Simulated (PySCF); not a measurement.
Be(Et)(NH2) (C₂H₇BeN), SMILES C[CH2][Be][NH2].

The structure is a stationary point at PBE0-D3(BJ)/def2-SVP. One conformer was computed; it need not be the lowest.

Level of theory: TDA-LC-ωPBE/def2-SVPD (PySCF).

Vertical excitations.  State labels are in the subgroup Cs.

| state | symmetry | energy (eV) | λ (nm) | f | main pairs |
|---|---|---|---|---|---|
| S1 | A" | 6.60 | 188 | 0.000 | HOMO→LUMO+4 61 %, HOMO→LUMO+1 35 % |
| S2 | A' | 6.61 | 188 | 0.080 | HOMO→LUMO 84 % |
| S3 | A" | 7.28 | 170 | 0.039 | HOMO−1→LUMO+4 48 %, HOMO−1→LUMO+1 47 % |
| S4 | A' | 7.56 | 164 | 0.027 | HOMO−1→LUMO+3 78 % |
| S5 | A' | 7.86 | 158 | 0.039 | HOMO−1→LUMO+2 49 %, HOMO−1→LUMO+5 21 % |
| S6 | A" | 8.08 | 153 | 0.000 | HOMO→LUMO+1 53 %, HOMO→LUMO+4 27 %, HOMO→LUMO+8 10 % |
| S7 | A' | 8.23 | 151 | 0.121 | HOMO→LUMO+2 72 % |
| S8 | A' | 8.31 | 149 | 0.012 | HOMO→LUMO+3 71 % |
| S9 | A' | 8.65 | 143 | 0.031 | HOMO−1→LUMO 62 %, HOMO−1→LUMO+2 12 % |
| S10 | A" | 8.80 | 141 | 0.018 | HOMO−1→LUMO+1 44 %, HOMO−1→LUMO+4 43 % |
| T1 | A' | 6.15 | 202 | 0 | HOMO→LUMO 78 % |
| T2 | A" | 6.46 | 192 | 0 | HOMO→LUMO+4 63 %, HOMO→LUMO+1 32 % |
| T3 | A" | 6.54 | 190 | 0 | HOMO−1→LUMO+4 63 %, HOMO−1→LUMO+1 28 % |
| T4 | A' | 6.79 | 183 | 0 | HOMO→LUMO+2 38 %, HOMO→LUMO+6 27 %, HOMO→LUMO+5 12 %, HOMO→LUMO+7 7 % |
Triplets are in the Tamm–Dancoff approximation.
